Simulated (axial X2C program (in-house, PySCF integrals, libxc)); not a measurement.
**Correcting the dissociation energy of ZrF for spin–orbit coupling**

A spin-free PBE0 curve (one-electron X2C) was computed with an in-house relativistic program for diatomic molecules, basis Zr dyall-cv3z [11s12p9d6f3g], F dyall-av3z [7s6p3d2f] (cores contracted in-house), for the state M_S = 3/2, Λ = 0 (beyond evenly filled blocks: σα, δ+α, δ-α). It gives D0 = 6.525 eV to Zr + F, which in a spin-free picture are the weighted means of the ground terms.

Measured levels of the ground terms (NIST Handbook of Basic Atomic Spectroscopic Data), in cm⁻¹: Zr 3F: J = 2 at 0, J = 3 at 570.4, J = 4 at 1240.8; F 2P: J = 3/2 at 0, J = 1/2 at 404.1.

The molecular state has Λ = 0, so it has no first-order lowering.

(1) How far does each ground level lie under the (2J+1)-weighted mean of its term?

(2) Correct D0.

Second-order spin–orbit effects in the molecule, which grow quickly with Z, are left out. The state is a single determinant with fixed occupations, the lowest that a limited PBE0 search found. De is counted from the lowest determinant-based energies of the atoms at the same level, without counterpoise correction. Other states lie close and PBE0, whose exact exchange favours high spin, may order them wrongly; the determinant shown need not be the ground state. The nearest other spin-free determinant of the search, M_S = 1/2, Λ = 2, lies 0.31 eV up at the distance of the search.

## Answers

(1) Zr: (5 × 0 + 7 × 570.4 + 9 × 1240.8)/21 = 722 cm⁻¹; F: (4 × 0 + 2 × 404.1)/6 = 135 cm⁻¹.

(2) D0 = 6.525 + (0 − 857)/8065.5 = 6.419 eV at PBE0 with these spin–orbit terms.
